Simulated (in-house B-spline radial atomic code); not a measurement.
Co VII (Co6+): [Ar] (3d5/2)3 (an excited or competing configuration)

All numbers are computed (Dirac-Hartree-Fock, average of the jj configuration; Fermi nucleus of rms radius 3.7875 fm) with an all-electron radial atomic-structure program (B-spline basis), not measured.

Screening seen three ways: the hydrogenic charge with the same mean radius, Z_r = [3n² - l(l+1)]/(2<r>), the one with the same energy, Z_e = n√(-2ε), and Slater's rules. Values are occupation-weighted means over j.

```
shell  electrons   ε (eV)  <r> (bohr)    Z_r    Z_e  Slater
   1s          2  -7899.6     0.05616  26.71  24.10   26.70
   2s          2  -1087.7      0.2537  23.65  17.88   22.85
   2p          6  -944.97      0.2241  22.31  16.67   22.85
   3s          2  -236.43      0.7392  18.26  12.51   15.75
   3p          6   -190.8      0.7626  16.39  11.23   15.75
   3d          3  -128.22       0.786  13.36   9.21    8.30
```

The least bound orbital is 3d5/2 at -128.2 eV, and it is also the most diffuse (<r> = 0.786 bohr).

For the 1s electron the small component carries 0.945 % of the norm, the zero-frequency Breit interaction raises the level by 9.458 eV, self-energy by 4.691 eV, and vacuum polarisation lowers it by 0.4086 eV.
